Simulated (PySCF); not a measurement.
F6Sb, SMILES [F][Sb-]([F])([F])([F])([F])[F], charge -1.

Geometry optimised at B3LYP-D3(BJ)/def2-SVPD. The def2 effective core potentials stand for the cores of Sb; spin–orbit coupling is left out.

These are CAM-B3LYP/def2-SVPD run with PySCF values and carry that method's errors.

* **total energy**: -838.98732 hartree
* **point group**: Oh
* **highest occupied level**: -8.31 eV
* **lowest empty level**: 2.48 eV
* **orbital gap**: 10.78 eV
* **dipole moment about the centre of nuclear charge**: 0.00 D
* **mean static polarisability**: 46.2 bohr³ (6.85 Å³)
* **polarisability, principal values**: 46.2, 46.2, 46.2 bohr³
